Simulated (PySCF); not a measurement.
# HSE06 on In(2+) (indium, charge +2)

Configuration: [Kr] 4d9 5s1 5p1, one real determinant (an excited configuration). All numbers are calculated (PySCF 2.14, scalar relativity through the core potential, in aug-cc-pwCVTZ-PP with ECP28MDF).

```json
{"Total energy": "-188.4611 hartree", "One-electron energy": "-316.4785 hartree", "Hartree (Coulomb) energy": "143.9363 hartree", "Exchange-correlation energy": "-15.9189 hartree", "⟨S²⟩": "3.7509", "⟨L²⟩": "8.014", "Sum of ⟨r⟩": "22.48 bohr", "Sum of ⟨r²⟩": "34.58 bohr²", "Traceless quadrupole moment −½Σ⟨3z² − r²⟩ along its main axis": "-3.01 e·bohr²", "Time after the integrals": "about 6 core-seconds"}
```

```tsv
shell	electrons	mean orbital energy (hartree)	spread (hartree)	rms radius, mean of both spins (bohr)
4s α	1	-5.64193	0	0.904
4s β	1	-5.57868	0	0.904
4p α	3	-4.02498	0.06093	0.984
4p β	3	-3.95915	0.01631	0.984
4d α	5	-1.65783	0.06652	1.23
4d β	4	-1.60844	0.01654	1.23
5s α	1	-1.02884	0	2.38
5p α	1	-0.73305	0	2.82
```

⟨L²⟩ = 8.01 against 12 for a pure F term, so this real determinant mixes terms. Energies and moments cover only the electrons outside the core potential.
